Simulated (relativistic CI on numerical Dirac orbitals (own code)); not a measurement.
# How well does a small relativistic CI reproduce Cd II?

Calculated at this level of theory: Dirac-Coulomb-Breit CI, KLI orbitals optimised for each configuration, a model potential for QED, valence Slater integrals scaled by 0.85, configuration energies shifted to the measured levels that pair with them (semi-empirical) (own radial code, finite nucleus).

Configurations in the expansion (outside the closed core [Kr]): 4d¹⁰5s, 4d¹⁰5p, 4d⁹5s², 4d¹⁰6s, 4d¹⁰5d, 4d¹⁰6p, 4d¹⁰7s, 4d¹⁰6d, 4d¹⁰7p, 4d¹⁰4f, 4d¹⁰5g, 4d¹⁰5f, 4d¹⁰7d, 4d⁹5s4f, 4d¹⁰6g, 4d⁹5s5p, 4d⁸5s5p², 4d⁹5p². Levels of other configurations are missing.

| Configuration | Term (tabulated) | J | Measured (cm⁻¹) | Computed | Error | Purity (%) |
| --- | --- | --- | --- | --- | --- | --- |
| 4d¹⁰5s | 2S | 1/2 | 0.0 | 0 | 0 | 99 |
| 4d¹⁰5p | 2P° | 1/2 | 44136.1 | 44348 | 212 | 99 |
| 4d¹⁰5p | 2P° | 3/2 | 46618.6 | 46406 | -212 | 99 |
| 4d⁹5s² | 2D | 5/2 | 69258.9 | 69347 | 88 | 96 |
| 4d⁹5s² | 2D | 3/2 | 74893.7 | 74805 | -88 | 96 |
| 4d¹⁰6s | 2S | 1/2 | 82990.7 | 82991 | 0 | 100 |
| 4d¹⁰5d | 2D | 3/2 | 89689.2 | 89705 | 16 | 100 |
| 4d¹⁰5d | 2D | 5/2 | 89843.8 | 89828 | -16 | 100 |

Measured levels from NIST Handbook of Basic Atomic Spectroscopic Data (Sansonetti and Martin, J. Phys. Chem. Ref. Data 34, 1559 (2005)); pairs were made by configuration, J and term (by order where the table uses no LS term), so strongly mixed levels may be paired wrongly.

Mean error by configuration (cm⁻¹): 4d¹⁰5p 0; 4d⁹5s² 0; 4d¹⁰6s 0; 4d¹⁰5d 0. Over the excited levels the mean absolute error is 91 cm⁻¹ (7 of the 7 excited levels that our extract of the source holds in range could be paired), and the median relative error of those above 1,000 cm⁻¹ is 0.12 %, both after the shifts were fitted to these levels, so that a configuration with one level shows no error.

Transition probabilities of persistent lines. The last column rescales the computed rate by the cube of measured over computed energy:

```csv
λ measured (Å),Lower,Upper,A tabulated (s⁻¹),A computed,A rescaled
2144.41 air,4d¹⁰5s ²S1/2,4d¹⁰5p ²P°3/2,2.80e+08,4.98e+08,5.05e+08
2265.02 air,4d¹⁰5s ²S1/2,4d¹⁰5p ²P°1/2,3.00e+08,4.35e+08,4.29e+08
2572.93 air,4d¹⁰5p ²P°1/2,4d¹⁰6s ²S1/2,1.70e+08,1.77e+08,1.80e+08
2748.55 air,4d¹⁰5p ²P°3/2,4d¹⁰6s ²S1/2,2.80e+08,3.45e+08,3.39e+08
```

Configurations whose levels could be paired with our table of measured levels were shifted onto them, all but the ground configuration, by the median error of their levels; single terms can still be off by 1,000 to 2,000 cm⁻¹ or more, and rates follow the energies as ν³ (E1, M1) or ν⁵ (E2). The others borrow a shift and can be off by several thousand cm⁻¹ or more. The fine structure of a lone outer electron comes out too small, for d and f at times inverted, and misplaced configurations move strength between like terms. 7 of the 7 excited levels that our extract of the measured tables holds in this range could be paired (the sources list more); they are missed by 91 cm⁻¹ on average and 212 at most, after the shifts were fitted to these levels, and levels without a partner can miss by more.

Shifts applied (cm⁻¹): 4d¹⁰5s 0; 4d¹⁰5p 2098; 4d⁹5s² -758; 4d¹⁰6s 5129; 4d¹⁰5d 6130.
